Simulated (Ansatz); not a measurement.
```yaml
crystal:
  periodic: [false, false, false]
  atoms:
    - {symbol: C, position_ang: [-0.775679, -0.443522, -1.395330]}
    - {symbol: C, position_ang: [-0.220806, -1.130593, -0.406881]}
    - {symbol: C, position_ang: [0.322348, -0.572570, 0.869868]}
    - {symbol: Ga, position_ang: [0.554497, 1.371308, 0.793822]}
    - {symbol: Cl, position_ang: [2.453065, 2.278411, 0.414438]}
    - {symbol: Cl, position_ang: [-1.025809, 2.781268, 1.093714]}
    - {symbol: H, position_ang: [-1.156020, -0.934448, -2.282976]}
    - {symbol: H, position_ang: [-0.897308, 0.638275, -1.361988]}
    - {symbol: H, position_ang: [-0.152604, -2.212861, -0.509241]}
    - {symbol: H, position_ang: [1.299124, -1.010282, 1.095727]}
    - {symbol: H, position_ang: [-0.335310, -0.821987, 1.709446]}
basis:
  gaussian: {orbitals: cc-pVDZ}
hamiltonian: {xc: {name: r2SCAN}, dispersion: rvv10}
output: {forces: true}
```

```sh
$ ansatz run in.yaml --threads 2 --pin off --events-out ev --progress --plain --max-ram 32768MiB --backend cpu
```

Output, abridged:

```
Functional definition: r2SCAN+rVV10
  name "r2SCAN+rVV10"
  cite "Furness, Kaplan, Ning, Perdew & Sun, J. Phys. Chem. Lett. 11, 8208 (2020) doi:10.1021/acs.jpclett.0c02405"
  cite "Furness, Kaplan, Ning, Perdew & Sun, J. Phys. Chem. Lett. 11, 9248 (2020) doi:10.1021/acs.jpclett.0c03077"
  cite "Vydrov & Van Voorhis, J. Chem. Phys. 133, 244103 (2010) doi:10.1063/1.3521275"
  cite "Sabatini, Gorni & de Gironcoli, Phys. Rev. B 87, 041108(R) (2013) doi:10.1103/PhysRevB.87.041108"
  cite "Ning et al., Phys. Rev. B 106, 075422 (2022) doi:10.1103/PhysRevB.106.075422"
  parent "r2scan"
  parameter k0 = 0.174
  parameter k1 = 0.065
  parameter a1 = 4.9479
  exchange = r2scan_x(k0 = k0, k1 = k1, a1 = a1)
  correlation = r2scan_c + rvv10(11.95, 0.0093)
1736 factors; their error is unknown
mean field evaluation 1: about -80601.5739 eV, gradient 5.8e1 eV
mean field evaluation 2: about -80589.5735 eV, gradient 8.4e1 eV
mean field evaluation 4: about -80610.1891 eV, gradient 9.8e0 eV
mean field evaluation 8: about -80610.4391 eV, gradient 3.7e-1 eV
mean field evaluation 16: about -80610.3639 eV, gradient 7.7e-4 eV
mean field -80610.36386708 eV, -2962.3762324483 hartree, gradient 7.6e-5 eV, S^2 0.000000; 0 other end points of the search recorded, 0 dependent functions left out
the calculation of the forces begins
reference -80610.36387824 eV, -2962.3762328584 hartree; 44, 44 occupied and 86, 86 virtual orbitals, 1736 factors
Total energy: -80610.36387824 eV, -2962.3762328584 hartree
Atom 0 at    -0.775679    -0.443522    -1.395330 Å, force    -0.188136     0.220361    -0.350567 eV/Å
Atom 1 at    -0.220806    -1.130593    -0.406881 Å, force     0.215016    -0.116845     0.408106 eV/Å
Atom 2 at     0.322348    -0.572570     0.869868 Å, force    -0.007168     0.246782    -0.136260 eV/Å
Atom 3 at     0.554497     1.371308     0.793822 Å, force    -0.058239    -0.251920    -0.005862 eV/Å
Atom 4 at     2.453065     2.278411     0.414438 Å, force     0.218900     0.104757    -0.054246 eV/Å
Atom 5 at    -1.025809     2.781268     1.093714 Å, force    -0.185498     0.166178     0.038465 eV/Å
Atom 6 at    -1.156020    -0.934448    -2.282976 Å, force    -0.127773    -0.166885    -0.296581 eV/Å
Atom 7 at    -0.897308     0.638275    -1.361988 Å, force    -0.007269     0.377099     0.040183 eV/Å
Atom 8 at    -0.152604    -2.212861    -0.509241 Å, force     0.030315    -0.371388    -0.015610 eV/Å
Atom 9 at     1.299124    -1.010282     1.095727 Å, force     0.306342    -0.131634     0.091717 eV/Å
Atom 10 at    -0.335310    -0.821987     1.709446 Å, force    -0.196491    -0.076505     0.280655 eV/Å
Dipole moment:    -0.090339    -0.653407     0.022722 e Å
```

It took 7.5 s on 2 threads of an AMD EPYC 7R13 on a shared host, with 0.28 GiB of host memory at the peak.
